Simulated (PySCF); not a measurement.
**Exercise with solution: chemical shift, span and skew from a shielding tensor**

GeF2, SMILES [Ge]([F])[F] (connectivity only; charge and spin as stated), neutral, multiplicity 1. Atoms are numbered in the order given.

```xyz
3

Ge     0.0000     0.0000     0.4177
F      0.0000    -1.3212    -0.7425
F      0.0000     1.3212    -0.7425
```

Geometry optimised at B3LYP-D3(BJ)/def2-TZVP. The isomer is the one that the SMILES or the coordinates give; other isomers of the formula were not compared.

GIAO shieldings from KT2/pcSseg-2 (PySCF), non-relativistic, no solvent. The symmetric part of the tensor of F2 has the principal values -287.0, 156.3, 335.3 ppm. The same nucleus in CFCl3 has σ = 125.1 ppm at this level (PySCF, at its B3LYP-D3(BJ)/def2-TZVP geometry).

Question: Work out the isotropic shielding, the ¹⁹F shift against CFCl3, the span and the skew.

Answer: 
σ(iso) = (σ11 + σ22 + σ33)/3 = 68.2 ppm. δ = σ(ref) − σ(iso) = 125.1 − (68.2) = 56.9 ppm.
Span Ω = σ33 − σ11 = 622.3 ppm. Skew κ = 3(σ(iso) − σ22)/Ω = -0.42. Tumbling in solution averages the tensor to δ; in a static solid the shielding alone would spread this spin-1/2 line over Ω.
